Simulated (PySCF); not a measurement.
# Löwdin shares of the frontier orbitals

Compound: CH₇FSi₂.
Z-matrix (Å and degrees, PBE0-D3(BJ)/def2-SVP geometry), rows numbered from 1:
```
F 
C   1  1.3814
Si  2  1.9081  1  109.07
Si  3  2.3415  2  107.81  1   -51.71
H   2  1.1043  1  109.16  3   122.42
H   2  1.1048  1  108.99  3  -120.63
H   3  1.4950  2  109.69  1    68.85
H   3  1.4976  2  108.34  1  -172.50
H   4  1.4955  3  110.79  2  -176.50
H   4  1.4934  3  110.13  2    62.82
H   4  1.4962  3  109.23  2   -56.70
```

Theory: TDDFT CAM-B3LYP/def2-SVPD, vertical, gas phase, core orbitals frozen in the response (PySCF 2.14.0, density-fitted response routines).

Kohn–Sham orbitals with the atoms that hold most of them (Löwdin shares over 4%, at most four atoms; ? is withheld):

```json
{"orbital": "LUMO+2", "ε (eV)": "1.31", "atoms": "Si3 29%, Si4 25%, H7 11%, H9 8%"}
{"orbital": "LUMO+1", "ε (eV)": "1.09", "atoms": "Si4 40%, Si3 14%, H9 9%, H10 8%"}
{"orbital": "LUMO", "ε (eV)": "0.89", "atoms": "?"}
{"orbital": "HOMO", "ε (eV)": "-9.56", "atoms": "?"}
{"orbital": "HOMO-1", "ε (eV)": "-10.27", "atoms": "F1 24%, C2 23%, Si3 23%, H7 7%"}
{"orbital": "HOMO-2", "ε (eV)": "-10.95", "atoms": "Si4 24%, Si3 21%, H10 16%, H8 13%"}
{"orbital": "HOMO-3", "ε (eV)": "-11.32", "atoms": "Si4 41%, H9 31%, H11 12%, H10 6%"}
```

Give the leading atoms of the LUMO.

Si3 (bonded to C, Si and 2 H) 28%; C2 (bonded to F, Si and 2 H) 16%; Si4 (bonded to Si and 3 H) 15%; H8 (bonded to Si) 8%. By element: silicon 43%, carbon 16%, hydrogen 8% or more.

Which atoms hold the HOMO, and with what shares?

Si4 (bonded to Si and 3 H) 31%; Si3 (bonded to C, Si and 2 H) 30%; C2 (bonded to F, Si and 2 H) 12%; H9 (bonded to Si) 5%. By element: silicon 61%, carbon 12%, hydrogen 5% or more.

How does S1 compare with the orbital gap of 10.45 eV?

S1 is at 7.21 eV (f = 0.040), 3.24 eV below the gap, made of HOMO→LUMO (75%), HOMO→LUMO+2 (11%). 

Next come S2 at 7.51 eV (f 0.027), HOMO→LUMO+3 (68%), HOMO→LUMO+2 (19%); S3 at 7.71 eV (f 0.108), HOMO→LUMO+1 (67%), HOMO-1→LUMO (11%), HOMO→LUMO+2 (10%); S4 at 7.85 eV (f 0.030), HOMO-1→LUMO (57%), HOMO→LUMO+1 (20%); S5 at 7.87 eV (f 0.091), HOMO→LUMO+2 (29%), HOMO→LUMO+3 (20%), HOMO→LUMO+4 (16%).

Löwdin shares depend on the basis, the more so with diffuse functions.

One conformer stands for the species.
